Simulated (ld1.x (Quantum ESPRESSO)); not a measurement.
# An all-electron radial function and its pseudo partner (ruthenium (Ru))

Columns: radius, all-electron u(r) and pseudo u(r) of the 5p shell (level -13.46 eV) of ruthenium in the configuration [Kr] 4d6 5s0 5p0; PBE, scalar-relativistic, TM scheme, ld1.x (Quantum ESPRESSO) 7.5.

```tsv
r (bohr)	all-electron	pseudo
0.128	0.0489	-0.0024
0.255	-0.1688	-0.0095
0.382	-0.1232	-0.0211
0.510	0.0492	-0.0371
0.638	0.2018	-0.0571
0.765	0.2831	-0.0803
0.893	0.2936	-0.1068
1.020	0.2499	-0.1358
1.148	0.1710	-0.1676
1.275	0.0747	-0.2018
1.402	-0.0280	-0.2387
1.530	-0.1299	-0.2788
1.658	-0.2253	-0.3219
1.785	-0.3108	-0.3673
1.912	-0.3857	-0.4144
2.040	-0.4500	-0.4619
2.168	-0.5032	-0.5068
2.295	-0.5456	-0.5462
2.422	-0.5782	-0.5783
2.550	-0.6021	-0.6021
2.678	-0.6179	-0.6179
2.805	-0.6265	-0.6265
2.932	-0.6287	-0.6287
3.060	-0.6256	-0.6256
3.188	-0.6176	-0.6176
3.315	-0.6058	-0.6058
```

(1) How many radial nodes do the two functions have?

(2) At about which radius was the pseudo-wave matched?

(3) Where does each function peak?

(4) Is the pseudo-wave norm-conserving?

Answers

(1) The all-electron 5p function has n − l − 1 = 3; the pseudo-wave has 0, since the states of the same l below it are removed with the core.

(2) 2.55 bohr. The columns agree to 0.0005 from 2.42 bohr on; several derivatives are matched, so the curves merge somewhat inside the radius.

(3) Outermost all-electron maximum near 2.93 bohr, pseudo maximum near 2.93 bohr (to the table’s step).

(4) Yes: the TM scheme keeps the norm inside the radius equal to the all-electron one, which fixes the energy derivative of the logarithmic derivative at the level.
